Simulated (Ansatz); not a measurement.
Geometry optimisation, Ansatz 0.2.0, RHF/6-31G*.

Input file:

```yaml
crystal:
  periodic: [false, false, false]
  atoms:
    - { symbol: Si, position_ang: [0.0, 0.0, 0.0] }
    - { symbol: "N", position_ang: [0.0, 0.0, 1.82] }
    - { symbol: H, position_ang: [-0.877, -0.2713, 2.35] }
    - { symbol: H, position_ang: [0.877, 0.2713, 2.35] }
    - { symbol: "N", position_ang: [1.7163, 0.0, -0.6061] }
    - { symbol: C, position_ang: [2.4072, -1.273, -0.8567] }
    - { symbol: H, position_ang: [1.7433, -1.947, -1.4373] }
    - { symbol: H, position_ang: [3.3364, -1.083, -1.4334] }
    - { symbol: H, position_ang: [2.6645, -1.7518, 0.1112] }
    - { symbol: C, position_ang: [2.4114, 1.273, -0.8449] }
    - { symbol: H, position_ang: [3.0382, 1.1875, -1.757] }
    - { symbol: H, position_ang: [1.6647, 2.0824, -0.9844] }
    - { symbol: H, position_ang: [3.0569, 1.5118, 0.0259] }
    - { symbol: O, position_ang: [-0.7913, 1.3709, -0.5594] }
    - { symbol: H, position_ang: [-1.7491, 1.1401, -0.7818] }
    - { symbol: O, position_ang: [-0.7913, -1.3709, -0.5594] }
    - { symbol: C, position_ang: [-1.5365, -2.2685, 0.2501] }
    - { symbol: H, position_ang: [-1.2251, -2.1576, 1.3097] }
    - { symbol: H, position_ang: [-2.6187, -2.04, 0.1571] }
    - { symbol: H, position_ang: [-1.349, -3.3106, -0.083] }
basis:
  gaussian: { orbitals: "6-31G*" }
hamiltonian:
  xc: hf
relax:
  f_tol: 0.02
  max_steps: 40
output:
  orbitals: {}
```

Command:

```bash
$ ansatz run input.yaml --threads 4 --pin off --max-ram 5120MiB --backend cpu --events-out ev --progress --plain --runs-dir out
```

Task: Where does it end, and by what steps?

Result: The forces met the threshold. The force dipped under the threshold on the way, but the program's further checks kept it going. After 25 steps the energy has fallen by 1.308 eV; H3 moved furthest, 1.30 Å.

| step | energy less start (eV) | largest force component (eV/Å) | accepted |
| --- | --- | --- | --- |
| 0 | 0.0000 | 2.750 | yes |
| 1 | -0.8652 | 1.311 | yes |
| 2 | -1.0461 | 0.372 | yes |
| 3 | -1.1139 | 0.170 | yes |
| 4 | -1.1794 | 0.215 | yes |
| 5 | -1.1566 | 0.771 | no |
| 6 | -1.2070 | 0.162 | yes |
| 7 | -1.2275 | 0.143 | yes |
| 8 | -1.2319 | 0.876 | yes |
| 9 | -1.2583 | 0.343 | yes |
| 10 | -1.2640 | 0.329 | yes |
| 11 | -1.2821 | 0.119 | yes |
| 12 | -1.2893 | 0.110 | yes |
| 13 | -1.2797 | 0.646 | no |
| 14 | -1.2863 | 0.304 | no |
| 15 | -1.2925 | 0.055 | yes |
| 16 | -1.2967 | 0.079 | yes |
| 17 | -1.2976 | 0.211 | yes |
| 18 | -1.3008 | 0.108 | yes |
| 19 | -1.3022 | 0.098 | yes |
| 20 | -1.3051 | 0.028 | yes |
| 21 | -1.3052 | 0.137 | yes |
| 22 | -1.3068 | 0.045 | yes |
| 23 | -1.3074 | 0.028 | yes |
| 24 | -1.3077 | 0.017 | yes |
| 25 | -1.3078 | 0.016 | yes |

```xyz
20
Properties=species:S:1:pos:R:3
Si 0.062 -0.179 0.122
N -0.073 0.391 1.718
H -0.818 0.983 2.012
H 0.562 0.157 2.447
N 1.668 -0.089 -0.446
C 2.343 -1.107 -1.221
H 1.757 -2.014 -1.248
H 2.518 -0.779 -2.246
H 3.312 -1.341 -0.784
C 2.421 1.144 -0.342
H 2.595 1.592 -1.319
H 1.893 1.865 0.269
H 3.392 0.966 0.117
O -1.036 0.772 -0.660
H -1.180 0.592 -1.577
O -0.344 -1.753 -0.100
C -1.536 -2.335 0.346
H -1.643 -2.233 1.421
H -2.400 -1.882 -0.132
H -1.515 -3.388 0.096
```

Whether the end is a true minimum wasn't checked by a vibrational analysis.

The run took 75 s on 4 threads of Arm Neoverse V1, on a shared host, peak memory 0.46 GiB.
